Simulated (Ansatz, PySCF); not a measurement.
Gas-phase reaction (SMILES): CCC[Si](O)(O)O [trihydroxy(propyl)silane] + F (HF) → O[Si](O)(O)F [fluoro(trihydroxy)silane] + CCC; hydrogen fluoride cleaves one Si-C bond, a model of a ligand-exchange step.

Each molecule is optimised on its own at B3LYP-D3(BJ)/def2-TZVP (Ansatz, an electronic-structure program), one conformer each, not searched for the lowest. Cores are frozen in the correlated levels unless marked. No spin-orbit coupling. No relativistic terms. CBS(X,Y): correlation extrapolated as X^-3; Hartree-Fock from the larger set. The bracket is a focal-point correction in the basis named. Thermal terms are rigid-rotor harmonic-oscillator values from B3LYP-D3(BJ) frequencies (Ansatz or PySCF) at 298.15 K and 1 atm. 1 Eh = 627.5095 kcal/mol.

| species | E, RI-MP2/CBS(cc-pV(T+d)Z,cc-pV(Q+d)Z)+[CCSD(T)-MP2]/cc-pV(T+d)Z (Ansatz) (Eh) | E, PBE-D3(BJ)/def2-TZVPD (Ansatz + dftd3) (Eh) | H - E (Eh) |
|---|---|---|---|
| CCC[Si](O)(O)O | -634.95978 | -635.29110 | 0.14830 |
| F (HF) | -100.39237 | -100.39533 | 0.01259 |
| O[Si](O)(O)F | -616.43400 | -616.73367 | 0.05355 |
| CCC | -118.97835 | -119.00726 | 0.10859 |

Problem. Work out ΔE and ΔH at 298.15 K at the first level, then ΔH at the second.

Solution. 
1. ΔE = [(-616.43400) + (-118.97835)] - [(-634.95978) + (-100.39237)] = -0.06020 Eh = -37.8 kcal/mol at RI-MP2/CBS(cc-pV(T+d)Z,cc-pV(Q+d)Z)+[CCSD(T)-MP2]/cc-pV(T+d)Z.
2. The terms H - E add up to 0.00125 Eh, so ΔH = (-0.06020 + (0.00125))×627.5095 = -37.0 kcal/mol.
3. At PBE-D3(BJ)/def2-TZVPD the same steps give ΔE = -34.2 and ΔH = -33.4 kcal/mol, a shift of +3.6 from the first level.
4. These values are not checked against measurement here, since the tables used lack a sound gas-phase enthalpy of formation for at least one species.
